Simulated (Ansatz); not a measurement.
Reaction (substitution at a C–C bond): `FCC(F)(F)C(F)(F)C(F)(F)F` + CH₃OH → `COC(F)(F)CF` + `FC(F)C(F)(F)F`

Program: Ansatz. Geometries: PBE0-D4/def2-TZVP. ΔE: electronic, gas phase. CBS: MP2 limit from def2 TZ/QZ plus the TZ coupled-cluster correction, frozen cores. This one scheme is used for every species. Functionals use def2-TZVPP. HSE06 is defined as in plane-wave codes. Each species was taken in one conformer, which may not be the lowest.

`FCC(F)(F)C(F)(F)C(F)(F)F`:

Z-matrix (Å, degrees):
```
C
C 1 1.520
F 1 1.365 2 108.5
H 1 1.092 2 109.5 3 -119.4
H 1 1.092 2 109.5 3 119.4
F 2 1.346 1 110.0 3 59.9
F 2 1.346 1 110.0 3 -58.9
C 2 1.547 1 111.3 3 -179.5
F 8 1.345 2 108.3 1 -58.0
F 8 1.344 2 108.3 1 59.4
C 8 1.551 2 116.5 1 -179.3
F 11 1.324 8 110.9 2 -60.1
F 11 1.324 8 110.9 2 61.4
F 11 1.328 8 108.5 2 -179.4
```

CH₃OH:

Z-matrix (Å, degrees):
```
C
O 1 1.409
H 1 1.097 2 112.4
H 1 1.090 2 107.0 3 -118.5
H 1 1.097 2 112.4 3 123.0
H 2 0.959 1 108.5 3 -61.6
```

`COC(F)(F)CF`:

Z-matrix (Å, degrees):
```
C
O 1 1.425
H 1 1.091 2 110.8
H 1 1.091 2 110.8 3 122.3
H 1 1.087 2 105.7 3 -118.8
C 2 1.347 1 116.0 3 -61.1
F 6 1.358 2 111.5 1 58.5
F 6 1.358 2 111.5 1 -58.6
C 6 1.515 2 108.0 1 180.0
F 9 1.366 6 110.0 2 179.8
H 9 1.092 6 108.7 2 59.8
H 9 1.092 6 108.7 2 -60.3
```

`FC(F)C(F)(F)F`:

Cartesian coordinates in Å:
```
F 1.172 -1.271 -0.266
C 0.487 -0.164 -0.591
F -0.255 -0.414 -1.680
C -0.443 0.206 0.572
F 0.281 0.455 1.661
F -1.298 -0.770 0.840
F -1.129 1.304 0.262
H 1.185 0.654 -0.799
```

CCSD(T)/CBS gives -10.9 kcal/mol.

Task: Another level gave -11.5 kcal/mol. Which?
A. BHLYP/def2-TZVPP
B. BLYP-D4/def2-TZVPP
C. HF/def2-TZVPP
D. HSE06/def2-TZVPP

Result: B. BLYP-D4 -11.5, HSE06 -12.5, BHLYP -14.2, HF/def2-TZVPP -16.5 kcal/mol.

Task: What do rigid-rotor, harmonic-oscillator terms from PBE0-D4/def2-TZVP frequencies (298.15 K, 1 bar) make of the CCSD(T)/CBS value? (Best estimate.)

Result: Ansatz gave: ΔZPE = +1.2 kcal/mol, ΔH = -10.2 kcal/mol, ΔS = 6 J/(mol·K), ΔG = -10.6 kcal/mol. Modes under 50 cm⁻¹ make the entropy rough.

Largest T1 diagnostic among the species: 0.012.

Leaving LDA and LC-ωPBE aside and taking each functional with its dispersion term where it has one, the values, not all of them listed here, spread over 2.4 kcal/mol, from BHLYP-D4 to revPBE-D4. LDA lies +1.0 kcal/mol from PBE without D4. The D4 term adds +1.6 kcal/mol with B3LYP and +0.9 kcal/mol with PBE0; it sums over pairs of atoms, weighted by their polarisabilities, and B3LYP, whose exchange is more repulsive, gets the larger term.

CCSD(T)/CBS has its own doubt, a few kJ/mol and more with outer-core shells, so smaller differences from it don't rank the levels.

B3LYP here is the variant with VWN-RPA as its local correlation; programs differ in this.
